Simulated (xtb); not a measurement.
xtb input (GFN2-xTB):

```bash
xtb mol.xyz --gfn 2 --sp --chrg -1 --uhf 0
```
mol.xyz:
```
5

O      1.16286152    -0.20239142    -0.09139627
Si    -0.46776482     0.06932882     0.03513133
H     -1.07060418    -0.61167173     1.20401702
H     -1.20301448    -0.28673947    -1.20022050
H     -0.48056609     1.54693909     0.23553510
```

Output:

```
           -------------------------------------------------
          |                Calculation Setup                |
           -------------------------------------------------

           -------------------------------------------------
          |                 G F N 2 - x T B                 |
           -------------------------------------------------

        Reference                      10.1021/acs.jctc.8b01176
      * Hamiltonian:
        H0-scaling (s, p, d)           1.850000    2.230000    2.230000
        zeta-weighting                 0.500000
      * Dispersion:
        s8                             2.700000
        a1                             0.520000
        a2                             5.000000
        s9                             5.000000
      * Repulsion:
        kExp                           1.500000    1.000000
        rExp                           1.000000
      * Coulomb:
        alpha                          2.000000
        third order                    shell-resolved
        anisotropic                    true
        a3                             3.000000
        a5                             4.000000
        cn-shift                       1.200000
        cn-exp                         4.000000
        max-rad                        5.000000

          ...................................................
          :                      SETUP                      :
          :.................................................:
          :  # basis functions                  17          :
          :  # atomic orbitals                  16          :
          :  # shells                            8          :
          :  # electrons                        14          :
          :  max. iterations                   250          :
          :  Hamiltonian                  GFN2-xTB          :
          :  restarted?                      false          :
          :  GBSA solvation                  false          :
          :  PC potential                    false          :
          :  electronic temp.          300.0000000     K    :
          :  accuracy                    1.0000000          :
          :  -> integral cutoff          0.2500000E+02      :
          :  -> integral neglect         0.1000000E-07      :
          :  -> SCF convergence          0.1000000E-05 Eh   :
          :  -> wf. convergence          0.1000000E-03 e    :
          :  Broyden damping             0.4000000          :
          :  net charge                         -1          :
          :  unpaired electrons                  0          :
          ...................................................

 iter      E             dE          RMSdq      gap      omega  full diag
   1     -7.4819557 -0.748196E+01  0.773E+00    7.36       0.0  T
   2     -7.5757432 -0.937876E-01  0.817E+00    4.99       1.0  T
   3     -7.5919211 -0.161779E-01  0.539E+00    5.61       1.0  T
   4     -7.5854356  0.648549E-02  0.225E+00    5.54       1.0  T
   5     -7.5933396 -0.790401E-02  0.705E-01    5.94       1.0  T
   6     -7.5931525  0.187099E-03  0.432E-01    5.92       1.0  T
   7     -7.5933753 -0.222809E-03  0.128E-01    6.04       1.0  T
   8     -7.5934118 -0.364573E-04  0.312E-02    6.01       1.4  T
   9     -7.5934136 -0.178270E-05  0.511E-03    6.01       8.7  T
  10     -7.5934135  0.700611E-07  0.624E-03    6.01       7.2  T
  11     -7.5934136 -0.931787E-07  0.591E-04    6.01      75.7  T
  12     -7.5934136  0.109788E-10  0.478E-04    6.01      93.6  T

   *** convergence criteria satisfied after 12 iterations ***

         #    Occupation            Energy/Eh            Energy/eV
      -------------------------------------------------------------
         1        2.0000           -0.4566852             -12.4270
         2        2.0000           -0.3351329              -9.1194
         3        2.0000           -0.2118262              -5.7641
         4        2.0000           -0.2089701              -5.6864
         5        2.0000           -0.1815657              -4.9407
         6        2.0000           -0.1424704              -3.8768
         7        2.0000           -0.1382070              -3.7608 (HOMO)
         8                          0.0827696               2.2523 (LUMO)
         9                          0.1028105               2.7976
        10                          0.1095761               2.9817
        11                          0.2445067               6.6534
        12                          0.2583935               7.0312
       ...                                ...                  ...
        16                          0.9099034              24.7597
      -------------------------------------------------------------
                  HL-Gap            0.2209766 Eh            6.0131 eV
             Fermi-level           -0.0277187 Eh           -0.7543 eV

 SCC (total)                   0 d,  0 h,  0 min,  0.003 sec
 SCC setup                      ...        0 min,  0.000 sec (  4.542%)
 Dispersion                     ...        0 min,  0.000 sec (  1.181%)
 classical contributions        ...        0 min,  0.000 sec (  0.757%)
 integral evaluation            ...        0 min,  0.000 sec ( 11.596%)
 iterations                     ...        0 min,  0.002 sec ( 59.764%)
 molecular gradient             ...        0 min,  0.001 sec ( 17.070%)
 printout                       ...        0 min,  0.000 sec (  4.693%)

         :::::::::::::::::::::::::::::::::::::::::::::::::::::
         ::                     SUMMARY                     ::
         :::::::::::::::::::::::::::::::::::::::::::::::::::::
         :: total energy              -7.559952157606 Eh    ::
         :: gradient norm              0.144213427485 Eh/a0 ::
         :: HOMO-LUMO gap              6.013080644409 eV    ::
         ::.................................................::
         :: SCC energy                -7.593413515879 Eh    ::
         :: -> isotropic ES            0.184171047714 Eh    ::
         :: -> anisotropic ES          0.013529917563 Eh    ::
         :: -> anisotropic XC          0.000675537624 Eh    ::
         :: -> dispersion             -0.003136517864 Eh    ::
         :: repulsion energy           0.033461358273 Eh    ::
         :: add. restraining           0.000000000000 Eh    ::
         :: total charge              -1.000000000000 e     ::
         :::::::::::::::::::::::::::::::::::::::::::::::::::::

           -------------------------------------------------
          |                Property Printout                |
           -------------------------------------------------

    * Orbital Energies and Occupations

         #    Occupation            Energy/Eh            Energy/eV
      -------------------------------------------------------------
         1        2.0000           -0.4566852             -12.4270
         2        2.0000           -0.3351329              -9.1194
         3        2.0000           -0.2118262              -5.7641
         4        2.0000           -0.2089701              -5.6864
         5        2.0000           -0.1815657              -4.9407
         6        2.0000           -0.1424704              -3.8768
         7        2.0000           -0.1382070              -3.7608 (HOMO)
         8                          0.0827696               2.2523 (LUMO)
         9                          0.1028105               2.7976
        10                          0.1095761               2.9817
        11                          0.2445067               6.6534
        12                          0.2583935               7.0312
        13                          0.6012296              16.3603
        14                          0.8585277              23.3617
Note: The following floating-point exceptions are signalling: IEEE_DENORMAL
normal termination of xtb
        15                          0.8923611              24.2824
        16                          0.9099034              24.7597
      -------------------------------------------------------------
                  HL-Gap            0.2209766 Eh            6.0131 eV
             Fermi-level           -0.0277187 Eh           -0.7543 eV

     #   Z          covCN         q      C6AA      α(0)
     1   8 O        0.769    -0.675    28.093     7.104
     2  14 Si       3.504     0.414   102.611    19.592
     3   1 H        0.913    -0.245    14.914     6.041
     4   1 H        0.913    -0.245    14.914     6.041
     5   1 H        0.909    -0.250    15.452     6.149

 Mol. C6AA /au·bohr⁶  :        718.534182
 Mol. C8AA /au·bohr⁸  :      22024.215566
 Mol. α(0) /au        :         44.926467

Wiberg/Mayer (AO) data.
largest (>0.10) Wiberg bond orders for each atom

 ---------------------------------------------------------------------------
     #   Z sym  total        # sym  WBO       # sym  WBO       # sym  WBO
 ---------------------------------------------------------------------------
     1   8 O    1.927 --     2 Si   1.839
     2  14 Si   4.368 --     1 O    1.839     5 H    0.844     3 H    0.842
                             4 H    0.842
     3   1 H    0.940 --     2 Si   0.842
     4   1 H    0.940 --     2 Si   0.842
     5   1 H    0.938 --     2 Si   0.844
 ---------------------------------------------------------------------------

Topologies differ in total number of bonds
Writing topology from bond orders to xtbtopo.mol

molecular dipole:
                 x           y           z       tot (Debye)
 q only:       -0.571      -0.002       0.031
   full:       -1.146       0.031       0.067       2.919
molecular quadrupole (traceless):
                xx          xy          yy          xz          yz          zz
 q only:       -2.800       0.462       1.378       0.296      -0.034       1.422
  q+dip:       -2.881       0.954       1.279       0.378      -0.101       1.603
   full:       -4.209       1.046       1.966       0.499      -0.101       2.243

           -------------------------------------------------
          | TOTAL ENERGY               -7.559952157606 Eh   |
          | GRADIENT NORM               0.144213427485 Eh/α |
          | HOMO-LUMO GAP               6.013080644409 eV   |
           -------------------------------------------------

------------------------------------------------------------------------
------------------------------------------------------------------------
 total:
 SCF:
```

This state (charge -1, singlet) is run at the relaxed geometry of the species with charge 0 and multiplicity 2.
